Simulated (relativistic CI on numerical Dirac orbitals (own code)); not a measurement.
# d1 to d9 in one tetrahedral field

Computed with a parametric ligand-field model without spin-orbit coupling, by exact diagonalisation: B = 740, C = 3590, 10Dq = -3300 cm⁻¹ (Td; |10Dq|/B = 4.5) for every shell. Energies in cm⁻¹; the field energy is (0.6 n_e − 0.4 n_t2) × 10Dq of the ground term; g labels are left out.

| Shell | Ground term | Electrons in e | Field energy | First spin-allowed bands | Lowest term of other spin |
| --- | --- | --- | --- | --- | --- |
| d1 | 2E | 1.000 | -1980 | 2T2 3300 |  |
| d2 | 3A2 | 2.000 | -3960 | 3T2 3300, 3T1 5753 | 1E 12293 |
| d3 | 4T1 | 1.873 | -2222 | 4T2 2772, 4A2 6072 | 2E 12601 |
| d4 | 5T2 | 2.000 | -1320 | 5E 3300 | 3T1 15637 |
| d5 | 6A1 | 2.000 | 0 | none | 4T1 23872 |
| d6 | 5E | 3.000 | -1980 | 5T2 3300 | 3T1 15962 |
| d7 | 4A2 | 4.000 | -3960 | 4T2 3300, 4T1 5753 | 2E 15282 |
| d8 | 3T1 | 3.873 | -2222 | 3T2 2772, 3A2 6072 | 1T2 11727 |
| d9 | 2T2 | 4.000 | -1320 | 2E 3300 |  |

Every shell keeps the spin of the free ion. Tetrahedral fields of 3d complexes are almost always too weak to pair spins. High-spin d^(n+5) repeats the spin-allowed bands of d^n, since the half-filled shell is spherical.
